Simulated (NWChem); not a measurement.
Species: CH$_{5}$InO$_{3}$; SMILES [O](C)[In]([OH])[OH]

```xyz
10

In    -0.0001     0.3040    -0.0003
O      1.2581     1.8843    -0.0015
H      2.1731     1.5384    -0.0013
O     -1.9995     0.5872     0.0021
H     -2.1601     1.5522     0.0022
O      0.8169    -1.5466     0.0082
C      0.0034    -2.7027    -0.0053
H     -0.6072    -2.8086    -0.9339
H      0.6721    -3.5918     0.0471
H     -0.6970    -2.7707     0.8612
```
Atoms are numbered in this order, from 1.

Results from NWChem. Geometry: optimised at PBE-D3(BJ)/def2-SVP. No frequency run checked for a minimum. def2 effective core potentials on In; no spin-orbit coupling.

For level PBE/def2-SVP:

| Property | Result |
|---|---|
| highest occupied level (eV) | -5.92 |
| dipole (D) | 0.19 |

### Question
What are these values for level PBE/def2-SVPD?

### Answer
The highest occupied level (eV) is -6.34. The dipole (D) is 0.35.
